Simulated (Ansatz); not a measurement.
```yaml
crystal:
  periodic: [false, false, false]
  atoms:
    - {symbol: Ge, position_ang: [-3.524348, -0.488432, -2.374049]}
    - {symbol: Ge, position_ang: [-0.617127, -0.315850, -5.192975]}
    - {symbol: Ge, position_ang: [-0.595181, -3.253632, -2.379508]}
    - {symbol: Ge, position_ang: [-0.532081, -0.509676, 0.398732]}
    - {symbol: Ge, position_ang: [2.254238, -0.900240, -2.314714]}
    - {symbol: Ge, position_ang: [-0.700234, -0.840179, 5.687497]}
    - {symbol: Ge, position_ang: [2.415014, -0.302524, 3.101898]}
    - {symbol: N, position_ang: [-0.797894, 1.692440, -2.154725]}
    - {symbol: Ge, position_ang: [2.010449, 2.190958, 0.166275]}
    - {symbol: Ge, position_ang: [-0.570214, 2.416288, 3.208757]}
    - {symbol: Ge, position_ang: [-1.872838, -1.812776, -3.746697]}
    - {symbol: Ge, position_ang: [-2.192300, 1.086322, -0.944628]}
    - {symbol: Ge, position_ang: [-2.046121, 0.743920, 4.416522]}
    - {symbol: Ge, position_ang: [1.502263, 0.248514, -4.199758]}
    - {symbol: Ge, position_ang: [0.813893, -1.937324, -0.924248]}
    - {symbol: Ge, position_ang: [0.860493, 1.064651, 1.894956]}
    - {symbol: Ge, position_ang: [3.629710, 0.773489, -0.983985]}
    - {symbol: Ge, position_ang: [0.845324, -1.918447, 4.277448]}
    - {symbol: Ge, position_ang: [0.267314, 3.004646, -1.415394]}
    - {symbol: H, position_ang: [-4.282753, 0.373078, -3.255439]}
    - {symbol: H, position_ang: [-4.230372, -1.281396, -1.509450]}
    - {symbol: H, position_ang: [-1.493920, 1.059637, -5.339710]}
    - {symbol: H, position_ang: [-0.415711, -0.840243, -6.506438]}
    - {symbol: H, position_ang: [-1.670037, -4.058565, -1.652857]}
    - {symbol: H, position_ang: [0.236616, -4.048593, -3.362372]}
    - {symbol: H, position_ang: [-1.543242, -1.234655, 1.364244]}
    - {symbol: H, position_ang: [3.415776, -1.703079, -2.836451]}
    - {symbol: H, position_ang: [-1.474120, -1.775125, 6.432435]}
    - {symbol: H, position_ang: [0.251958, 0.073475, 6.755465]}
    - {symbol: H, position_ang: [3.237582, -1.253104, 2.129461]}
    - {symbol: H, position_ang: [3.059930, 0.555382, 4.240821]}
    - {symbol: H, position_ang: [-1.045332, 1.988941, -3.010471]}
    - {symbol: H, position_ang: [2.644083, 3.540025, 0.991048]}
    - {symbol: H, position_ang: [-1.594246, 3.014855, 2.546096]}
    - {symbol: H, position_ang: [0.316211, 3.151503, 4.216655]}
    - {symbol: H, position_ang: [-2.877174, -2.576467, -4.821894]}
    - {symbol: H, position_ang: [-2.913975, 1.855294, -0.163493]}
    - {symbol: H, position_ang: [-2.747166, -0.019588, 3.522082]}
    - {symbol: H, position_ang: [-2.922524, 1.579203, 5.488589]}
    - {symbol: H, position_ang: [2.436880, 0.272893, -5.197745]}
    - {symbol: H, position_ang: [1.545197, -2.814215, 0.100469]}
    - {symbol: H, position_ang: [4.509105, 0.255552, 0.160758]}
    - {symbol: H, position_ang: [4.534742, 1.640226, -2.021396]}
    - {symbol: H, position_ang: [0.020973, -2.770335, 3.309800]}
    - {symbol: H, position_ang: [1.649943, -2.966336, 5.054672]}
    - {symbol: H, position_ang: [-0.552752, 4.297605, -0.856669]}
    - {symbol: H, position_ang: [0.997527, 3.897467, -2.611717]}
basis:
  gaussian: {orbitals: def2-mTZVPP, fitting: {mean_field: def2-universal-jkfit}, final_grid: {core_spheres: 8, valence_spheres: 7, degree: 23}}
magnetization: {spin_polarized: false, initial_magnetization: 1}
hamiltonian: {xc: {name: revPBE}, dispersion: d3bj}
```

```sh
$ ansatz run in.yaml --threads 11 --pin off --events-out ev --progress --plain --max-ram 174080MiB --backend cuda --devices 0, --max-vram 75GiB
```

It prints (some lines left out):

```
Functional definition: revPBE
5369 factors; integrals over basis functions are off by at most 4.0e-1 eV
mean field evaluation 1: about -1019181.3134 eV, gradient 1.1e2 eV
mean field evaluation 2: about -1019181.2919 eV, gradient 1.1e2 eV
mean field evaluation 4: about -1019168.0663 eV, gradient 9.8e1 eV
mean field evaluation 8: about -1019197.2762 eV, gradient 5.8e0 eV
mean field evaluation 16: about -1019197.3578 eV, gradient 9.9e-3 eV
mean field -1019197.35779714 eV, -37454.8120622633 hartree, gradient 6.4e-5 eV, S^2 0.750000; 0 other end points of the search recorded, 0 dependent functions left out
reference -1019197.35792509 eV, -37454.8120669656 hartree; 306, 305 occupied and 506, 507 virtual orbitals, 5369 factors
Total energy: -1019202.99519794 eV, -37455.0192329218 hartree
```

Run time 21 s (11 threads of AMD EPYC 7R13 on a shared host and a whole NVIDIA H100 80GB HBM3), peak host memory 1.6 GiB.

With spin_polarized false and unpaired electrons the run is restricted open-shell.
